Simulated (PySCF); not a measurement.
A side-by-side comparison of computed properties.

First species: C₆H₁₂Si₂.
SMILES with atom numbers: `[CH2:1]=[CH:2][C@H:3]([SiH3:4])[C:5]1=[CH:6][SiH2:7][CH2:8]1` (hydrogens: H9, H10 on C1; H11 on C2; H12 on C3; H13, H14, H15 on Si4; H16 on C6; H17, H18 on Si7; H19, H20 on C8)

Cartesian coordinates in Å at the GFN2-xTB level; atoms count from 1:
```xyz
20
C6H12Si2 angstrom
C     -2.753   -1.052   -0.710
C     -1.542   -0.530   -0.803
C     -0.832    0.153    0.314
Si    -0.921    2.053    0.004
C      0.587   -0.248    0.443
C      1.290   -0.548    1.548
Si     2.911   -0.799    0.636
C      1.586   -0.341   -0.686
H     -3.309   -1.030    0.213
H     -3.238   -1.524   -1.548
H     -1.007   -0.566   -1.742
H     -1.346   -0.053    1.258
H     -0.106    2.722    1.018
H     -2.323    2.459    0.094
H     -0.413    2.361   -1.333
H      0.919   -0.585    2.561
H      3.470   -2.148    0.537
H      3.969    0.194    0.832
H      1.341   -1.108   -1.420
H      1.712    0.600   -1.221
```

Second species: C₈H₁₂OSi.
Atom-mapped SMILES: `[CH2:1]=[CH:2][CH2:3][CH2:4][C:5]1=[CH:6][C:7](=[O:8])[SiH2:9][CH2:10]1` (hydrogens: H11, H12 on C1; H13 on C2; H14, H15 on C3; H16, H17 on C4; H18 on C6; H19, H20 on Si9; H21, H22 on C10)

Geometry (GFN2-xTB, Å), atoms numbered from 1 in this order:
```xyz
22
C8H12OSi angstrom
C      2.3565    1.2924   -0.9050
C      2.2031    0.3838    0.0388
C      1.8222   -1.0406   -0.2095
C      0.5366   -1.4101    0.5535
C     -0.5948   -0.5030    0.1864
C     -1.1139    0.3997    1.0288
C     -2.2174    1.2245    0.5404
O     -2.7503    2.1117    1.1766
Si    -2.6269    0.6286   -1.2454
C     -1.1588   -0.5915   -1.2012
H      2.2240    1.0568   -1.9489
H      2.6285    2.3090   -0.6806
H      2.3413    0.6496    1.0786
H      2.6259   -1.6970    0.1363
H      1.6845   -1.2088   -1.2786
H      0.2702   -2.4429    0.3124
H      0.7274   -1.3442    1.6265
H     -0.7579    0.5388    2.0389
H     -2.4852    1.6666   -2.2626
H     -3.9161   -0.0551   -1.3295
H     -1.4274   -1.6256   -1.4241
H     -0.3818   -0.3231   -1.9186
```

Levels: PBE0/pcSseg-1 for dipole moment, HOMO energy, LUMO energy and HOMO–LUMO gap; GFN2-xTB for rotational constant A and rotational constant C. Geometries: GFN2-xTB. All species are isolated and taken at one optimised geometry, non-relativistic unless stated; the electronic structure was computed with PySCF and density fitting.

Dipoles, sizes and rotational constants follow the conformer. The torsions of the flexible species, by atom-mapped SMILES:
- `[CH2:1]=[CH:2][C@H:3]([SiH3:4])[C:5]1=[CH:6][SiH2:7][CH2:8]1`: C1–C2–C3–Si4 -104°, C2–C3–C5–C6 -136°
- `[CH2:1]=[CH:2][CH2:3][CH2:4][C:5]1=[CH:6][C:7](=[O:8])[SiH2:9][CH2:10]1`: C1–C2–C3–C4 -123°, C2–C3–C4–C5 57°, C3–C4–C5–C6 -111°

Which has the higher LUMO energy?

The first: -0.15 eV against -1.55 eV, a difference of 1.40 eV.

Which has the higher HOMO–LUMO gap?

The first: 6.75 eV against 4.86 eV, a difference of 1.89 eV.

Which has the higher rotational constant C?

The first: 0.709 GHz against 0.658 GHz, a difference of 0.051 GHz.

Which of the two has the higher HOMO energy, and by how much?

The second: -6.41 eV against -6.90 eV, a difference of 0.49 eV.

Which of the two has the higher rotational constant A, and by how much?

The first: 2.316 GHz against 1.796 GHz, a difference of 0.520 GHz.

Which has the higher dipole moment?

The second: 4.32 D against 0.39 D, a difference of 3.93 D.

On the first: In atomic units the dipole is 0.15 e·bohr (1 au = 2.5417 D).

On the second: The dipole equals about 14.4 × 10⁻³⁰ C·m (1 D = 3.33564 × 10⁻³⁰ C·m). A dipole of 4.32 D is allowed in C1, and pure rotational transitions are dipole-allowed.
